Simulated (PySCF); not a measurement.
Simulated absorption spectrum

Species: P4S4 realgar, P₄S₄.
Bonds: P1–S2, P1–P5, P1–S8, S2–P3, P3–S4, P3–P7, S4–P5, P5–S6, S6–P7, P7–S8.

Theory: TDDFT PBE0/def2-SVPD, vertical, gas phase, core orbitals frozen in the response in PySCF 2.14.0, density-fitted response routines. Geometry: PBE0-D3(BJ)/def2-SVP, one conformer, isolated molecule.

Each state is given a Gaussian of 0.4 eV full width at half maximum, with ε(max) = 2.175×10⁸ f / Δν̃ (Δν̃ the width in cm⁻¹). The cross-section is σ = 3.8235×10⁻²¹ ε cm², given in Mb (10⁻¹⁸ cm²). The width is an assumption, not a result. The curve ends short of the highest state used, and states not computed would add to its high-energy end.

| E (eV) | σ (Mb) |
| --- | --- |
| 2.98 | 0.00 |
| 3.01 | 0.00 |
| 3.05 | 0.01 |
| 3.09 | 0.02 |
| 3.12 | 0.03 |
| 3.16 | 0.05 |
| 3.20 | 0.09 |
| 3.24 | 0.15 |
| 3.27 | 0.22 |
| 3.31 | 0.33 |
| 3.35 | 0.46 |
| 3.38 | 0.58 |
| 3.42 | 0.74 |
| 3.46 | 0.91 |
| 3.49 | 1.01 |
| 3.53 | 1.12 |
| 3.57 | 1.18 |
| 3.60 | 1.19 |
| 3.64 | 1.14 |
| 3.68 | 1.05 |
| 3.71 | 0.97 |
| 3.75 | 0.84 |
| 3.79 | 0.71 |
| 3.82 | 0.62 |
| 3.86 | 0.52 |
| 3.90 | 0.44 |
| 3.93 | 0.39 |
| 3.97 | 0.33 |
| 4.01 | 0.29 |
| 4.04 | 0.26 |

**Question.** Locate the maxima and give the states behind the curve.

**Answer.** 345 nm (3.59 eV), ε about 310, made up of S1 (49%) and S2 (49%) (ε in L mol⁻¹ cm⁻¹; maxima over ε = 5, shares over 10%). The states used: S1 3.58 eV (f 0.0023); S2 3.58 eV (f 0.0022); S3 3.95 eV (f 0.0005); S4 3.95 eV (f 0.0004); S5 4.09 eV (f 0.0000); S6 4.44 eV (f 0.0004); S7 4.58 eV (f 0.0000); S8 4.62 eV (f 0.019); S9 4.64 eV (f 0.0000).

**Question.** Does any computed singlet lie in the visible range?

**Answer.** No computed singlet lies in the visible range (380 to 750 nm); the lowest, at 346 nm, stands 0.32 eV above its violet end (3.26 eV).

**Question.** What would ε be at 3.59 eV, the highest of these maxima, with half the width (0.2 eV)?

**Answer.** About 606 L mol⁻¹ cm⁻¹ against 311, a factor of about 1.9; a lone state at its own centre would give exactly 2.

**Question.** Coming from long wavelengths, where does ε first pass 100 L mol⁻¹ cm⁻¹?

**Answer.** At about 373 nm (3.33 eV), 0.25 eV below S1.

The vertical ionisation energy (ΔSCF) is 8.62 eV, 3.98 eV above S9.

Time: 3.4 min wall (grids of density and orbitals included); peak memory 1.1 GiB. Hardware: one thread of an Arm Neoverse V2, shared host.
